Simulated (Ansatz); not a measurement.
Li8Cl8⁺ (started as a model of: 1x4x4 LiCl rock-salt block). Charge 1, multiplicity 2. Geometry PBE0-D4/def2-SVP; atoms count from 1.

```tsv
atom	x (Å)	y (Å)	z (Å)
Li1	0.730	-4.001	2.410
Cl2	2.195	-3.142	0.924
Li3	1.998	-2.711	-1.254
Cl4	1.610	-1.865	-3.338
Cl5	-0.602	-2.299	2.867
Li6	0.868	-1.234	1.419
Cl7	0.575	-0.605	-1.099
Li8	1.379	0.405	-3.293
Li9	-1.831	-0.389	3.016
Cl10	0.099	0.949	1.421
Li11	0.231	1.948	-0.664
Cl12	1.062	2.557	-2.805
Cl13	-3.418	1.027	2.607
Li14	-2.373	2.336	1.234
Cl15	-1.703	3.228	-0.750
Li16	-0.821	3.796	-2.694
```

Question: Estimate the Mulliken populations from the PBE0/def2-TZVP orbitals of Ansatz.

Answer: 
```tsv
atom	charge (e)	spin (α − β)
Li1	0.83	0.00
Cl2	-0.75	0.00
Li3	0.80	-0.01
Cl4	-0.46	0.39
Cl5	-0.77	0.00
Li6	0.77	0.00
Cl7	-0.46	0.46
Li8	0.80	-0.01
Li9	0.77	0.00
Cl10	-0.67	0.17
Li11	0.77	0.00
Cl12	-0.75	0.00
Cl13	-0.71	0.00
Li14	0.77	0.00
Cl15	-0.77	0.00
Li16	0.83	0.00
```
Mulliken values and Mayer orders depend strongly on the basis.

Question: Where does the spin sit?

Answer: Summed by element: Li -0.02, Cl 1.02, of 1 unpaired in all. Largest on single atoms: Cl7 0.46, Cl4 0.39, Cl10 0.17.
